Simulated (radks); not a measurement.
Results of a calculation; reference values are marked as such.
Ir V, 73 electrons, occupied as [Xe] 4f14 5d5 (the NIST ground configuration). Code: a radial shooting solver on a logarithmic mesh with Libxc functionals. Model: scalar-relativistic Kohn-Sham, LDA (Slater exchange, Perdew-Wang correlation), spin-unpolarised, spherical densities, point nucleus.

Normalised radial functions P(r) = r R(r), r in bohr:

r               4p       5p       6p
0.0007612   0.0033   0.0014   0.0006
0.0008791   0.0042   0.0017   0.0007
0.001023    0.0055   0.0022   0.0009
0.001191    0.0070   0.0029   0.0012
0.001387    0.0090   0.0037   0.0016
0.001602    0.0115   0.0047   0.0020
0.001865    0.0147   0.0060   0.0025
0.002171    0.0190   0.0078   0.0033
0.002527    0.0243   0.0100   0.0042
0.002919    0.0308   0.0126   0.0053
0.003398    0.0395   0.0162   0.0068
0.003956    0.0506   0.0207   0.0087
0.004605    0.0646   0.0264   0.0111
0.005318    0.0812   0.0332   0.0140
0.006191    0.1030   0.0422   0.0177
0.007208    0.1300   0.0532   0.0224
0.008391    0.1633   0.0668   0.0281
0.00969     0.2013   0.0824   0.0346
0.01128     0.2489   0.1019   0.0428
0.01313     0.3047   0.1247   0.0524
0.01529     0.3684   0.1507   0.0633
0.01766     0.4348   0.1777   0.0746
0.02056     0.5087   0.2078   0.0872
0.02393     0.5816   0.2373   0.0996
0.02786     0.6462   0.2634   0.1105
0.03217     0.6904   0.2809   0.1179
0.03745     0.7067   0.2867   0.1202
0.0436      0.6771   0.2734   0.1146
0.05076     0.5870   0.2350   0.0984
0.05862     0.4357   0.1715   0.0716
0.06825     0.2038   0.0749   0.0309
0.07945    -0.0911  -0.0469  -0.0203
0.09249    -0.4185  -0.1805  -0.0764
0.1068     -0.7127  -0.2978  -0.1254
0.1244     -0.9415  -0.3839  -0.1611
0.1448     -1.0163  -0.4012  -0.1675
0.1685     -0.8812  -0.3271  -0.1352
0.1946     -0.5446  -0.1691  -0.0676
0.2266     -0.0076   0.0672   0.0325
0.2638      0.6187   0.3222   0.1392
0.3071      1.1980   0.5228   0.2205
0.3546      1.5834   0.5974   0.2461
0.4129      1.7396   0.5119   0.2009
0.4806      1.6355   0.2593   0.0841
0.5595      1.3411  -0.1099  -0.0784
0.6462      0.9844  -0.4908  -0.2356
0.7523      0.6237  -0.8373  -0.3584
0.8758      0.3433  -1.0558  -0.3970
1.02        0.1623  -1.1133  -0.3302
1.177       0.0684  -1.0303  -0.1742
1.371       0.0229  -0.8426   0.0598
1.596       0.0062  -0.6120   0.3182
1.858       0.0013  -0.3935   0.5460
2.146       0.0002  -0.2294   0.6892
2.498       0.0000  -0.1126   0.7347
2.908       0.0000  -0.0468   0.6717
3.385       0.0000  -0.0161   0.5304
3.909       0.0000  -0.0048   0.3691
4.551       0.0000  -0.0010   0.2151
5.298       0.0000  -0.0002   0.1050
6.168       0.0000  0.0000   0.0420
7.123       0.0000  0.0000   0.0143
8.293       0.0000  0.0000   0.0036

4p: eigenvalue -543.66 eV, 2 radial nodes at r = 0.0760, 0.227 bohr, <r> = 0.451 bohr, 90 % of the charge inside 0.654 bohr. 5p: eigenvalue -101.17 eV, 3 radial nodes at r = 0.0751, 0.218, 0.536 bohr, <r> = 1.11 bohr, 90 % of the charge inside 1.61 bohr. 6p (empty): eigenvalue -32.236 eV, 4 radial nodes at r = 0.0750, 0.216, 0.522, 1.32 bohr, <r> = 2.66 bohr, 90 % of the charge inside 3.77 bohr.
